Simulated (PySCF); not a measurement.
## C₆ coefficients of unlike pairs at PBE

Calculated with PySCF 2.14 from the dipole response of each species, C₆(A,B) = (3/π) ∫ α_A(iu) α_B(iu) du, in atomic units, from isotropic polarisabilities. For ions this is the dispersion term alone; charge-induced terms of lower order in 1/R come first.

| species | configuration | basis | relativity | α (bohr³) | C₆ (like pair) |
| --- | --- | --- | --- | --- | --- |
| Ni(3+) | [Ar] 3d7 (4F) | aug-cc-pVTZ with one added diffuse shell each of s, p, d, f, g type (9s8p6d4f3g) | none | 1.756 | 4.163 |
| Cd(2+) | [Kr] 4d10 (1S) | aug-cc-pwCVDZ-PP with ECP28MDF (6s6p5d3f) | core potential | 5.162 | 25.46 |
| Sn | [Kr] 4d10 5s2 5p2 (3P) | aug-cc-pVTZ-PP with ECP28MDF (6s5p4d2f) | core potential | 61.85 | 669.7 |
| In(2+) | [Kr] 4d10 5s1 (2S) | def2-TZVPPD with the def2 core potential (28 electrons) (7s5p4d2f) | core potential | 13.10 | 62.14 |

Task: Estimate C₆ for Sn with Ni(3+).

Result: The integral gives 36.35. The combination rule 2 C_A C_B / (C_A α_B/α_A + C_B α_A/α_B) gives 33.66 and the geometric mean 52.80.

No spin-orbit coupling is included.

The other pairs:

| pair | C₆ |
| --- | --- |
| Sn, Cd(2+) | 99.90 |
| In(2+), Cd(2+) | 37.54 |
| Cd(2+), Ni(3+) | 10.16 |
| In(2+), Ni(3+) | 14.41 |
| In(2+), Sn | 190.3 |
